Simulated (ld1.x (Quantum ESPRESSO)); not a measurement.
## An all-electron radial function and its pseudo partner (N (Z = 7))

Columns: radius, all-electron u(r) and pseudo u(r) of the 2p shell (level -20.82 eV) of nitrogen in the configuration [He] 2s2 2p2; LDA (PZ), scalar-relativistic, PAW scheme, ld1.x (Quantum ESPRESSO) 7.5.

| r (bohr) | all-electron | pseudo |
| --- | --- | --- |
| 0.095 | 0.0756 | 0.0118 |
| 0.190 | 0.2249 | 0.0465 |
| 0.285 | 0.3841 | 0.1015 |
| 0.380 | 0.5262 | 0.1730 |
| 0.475 | 0.6416 | 0.2559 |
| 0.570 | 0.7286 | 0.3447 |
| 0.665 | 0.7890 | 0.4336 |
| 0.760 | 0.8258 | 0.5169 |
| 0.855 | 0.8430 | 0.5901 |
| 0.950 | 0.8443 | 0.6493 |
| 1.045 | 0.8330 | 0.6922 |
| 1.140 | 0.8123 | 0.7177 |
| 1.235 | 0.7844 | 0.7264 |
| 1.330 | 0.7516 | 0.7199 |
| 1.425 | 0.7155 | 0.7007 |
| 1.520 | 0.6773 | 0.6720 |
| 1.615 | 0.6381 | 0.6370 |
| 1.710 | 0.5988 | 0.5988 |
| 1.805 | 0.5598 | 0.5599 |
| 1.900 | 0.5217 | 0.5217 |
| 1.995 | 0.4848 | 0.4848 |
| 2.090 | 0.4494 | 0.4494 |
| 2.185 | 0.4156 | 0.4156 |
| 2.280 | 0.3836 | 0.3836 |
| 2.375 | 0.3534 | 0.3534 |
| 2.470 | 0.3250 | 0.3250 |

Question: How many radial nodes do the two functions have?

Answer: The all-electron 2p function has n − l − 1 = 0; the pseudo-wave has 0.

Question: At about which radius was the pseudo-wave matched?

Answer: 1.90 bohr. The columns agree to 0.0005 from 1.71 bohr on; several derivatives are matched, so the curves merge somewhat inside the radius.

Question: Is the pseudo-wave norm-conserving?

Answer: No, it belongs to a PAW set: the norm inside the radius is not constrained, and the difference is carried by the augmentation charge.
